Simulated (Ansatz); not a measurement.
Ansatz (a first-principles code) input file for Ta(O)(OH)(NH2)2 (H₅N₂O₂Ta), SMILES [NH2][Ta]([NH2])(=[O])[OH], multiplicity 1, PBE/def2-SVPD. The structure is a stationary point at PBE0-D3(BJ)/def2-SVP. The multiplicity is an assumed one; no other spin state was optimised. The structure was generated by enumeration; whether it is a known compound was not checked. The def2 effective core potentials stand for the cores of Ta; spin–orbit coupling is left out. Other conformers were not sampled.

Ansatz 0.2 input:
```yaml
crystal:
  periodic: [false, false, false]
  atoms:
    - {symbol: Ta, position_ang: [-0.03508424, 0.01485659, 0.00000000]}
    - {symbol: O, position_ang: [-1.74434162, -0.20356876, 0.00000001]}
    - {symbol: O, position_ang: [0.52818028, 1.85124418, 0.00000003]}
    - {symbol: H, position_ang: [0.09727688, 2.70873810, 0.00000005]}
    - {symbol: N, position_ang: [0.63310913, -0.87900242, -1.64587793]}
    - {symbol: H, position_ang: [0.06121922, -1.42285467, -2.28571172]}
    - {symbol: H, position_ang: [1.60359827, -0.91146443, -1.94766706]}
    - {symbol: N, position_ang: [0.63310915, -0.87900248, 1.64587788]}
    - {symbol: H, position_ang: [0.06121925, -1.42285476, 2.28571166]}
    - {symbol: H, position_ang: [1.60359829, -0.91146450, 1.94766699]}
basis:
  gaussian:
    orbitals: def2-SVPD
hamiltonian:
  xc: {name: PBE}
```

Program output:

```
WARN ansatz: RAYON_NUM_THREADS=1 ignored (pool sized by the plan → 1); use --threads N
Functional definition: PBE
integrals: 0.09 GiB planned
1356 factors; their error is unknown
mean field: 0.63 GiB planned
mean field evaluation 1: about -8671.2229 eV, gradient 1.3e2 eV
mean field evaluation 2: about -8437.7022 eV, gradient 3.2e2 eV
mean field evaluation 4: about -8697.7318 eV, gradient 4.5e1 eV
mean field evaluation 8: about -8701.2470 eV, gradient 2.9e0 eV
mean field evaluation 16: about -8701.1972 eV, gradient 3.5e-3 eV
mean field -8701.19716637 eV, -319.7630979808 hartree, gradient 4.0e-5 eV, S^2 0.000000; 0 other end points of the search recorded, 0 dependent functions left out
reference -8701.19722267 eV, -319.7631000497 hartree; 24, 24 occupied and 137, 137 virtual orbitals, 1356 factors
Total energy: -8701.19722267 eV, -319.7631000497 hartree
```

Self-consistency was reached.
